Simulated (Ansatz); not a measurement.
Reaction (hydrogenolysis of the Sn–O bond): `O=[CH][SnH2][OH]` + H₂ → `O=[CH][SnH3]` + H₂O

Calculated with Ansatz (gas phase, PBE0-D4/def2-TZVP geometries, no zero-point term in ΔE). CBS: MP2 limit from def2 TZ/QZ plus the TZ coupled-cluster correction, frozen cores. This one scheme is used for every species. Functionals use def2-TZVPP. B3LYP here is the variant with VWN-RPA as its local correlation; programs differ in this. HSE06 is defined as in plane-wave codes. def2 core potentials past Kr. For Sn outer-core shells are correlated without core-valence functions, which leaves a few kJ/mol of doubt a bond. Each species was taken in one conformer, which may not be the lowest.

| level | ΔE (kJ/mol) | difference from CCSD(T)/CBS |
| --- | --- | --- |
| revPBE-D4 | 3.5 | 1.7 |
| r2SCAN-D4 | 3.7 | 1.9 |
| B3LYP-D4 | 0.1 | -1.7 |
| ωB97X-V | -0.2 | -2.0 |
| ωB97M-V | -2.5 | -4.3 |
| r2SCAN0 | -5.8 | -7.6 |
| HSE06 | -10.9 | -12.7 |
| MP2/def2-SVP | -2.3 | -4.1 |
| CCSD(T)/def2-SVP | -11.2 | -13.0 |
| SCS-MP2/def2-QZVPP | 4.8 | 3.0 |
| CCSD(T)/CBS | 1.8 | 0 |

Largest T1 diagnostic among the species: 0.016.

The D4 term adds +5.1 kJ/mol with B3LYP and +2.7 kJ/mol with PBE0; it sums over pairs of atoms, weighted by their polarisabilities, and B3LYP, whose exchange is more repulsive, gets the larger term. At CCSD(T), def2-SVP lies −13.0 kJ/mol from the extrapolated value and def2-TZVPP −5.8 kJ/mol. From PBE to PBE0 (25 % exact exchange), in def2-TZVPP and without D4, ΔE moves by −7.3 kJ/mol.
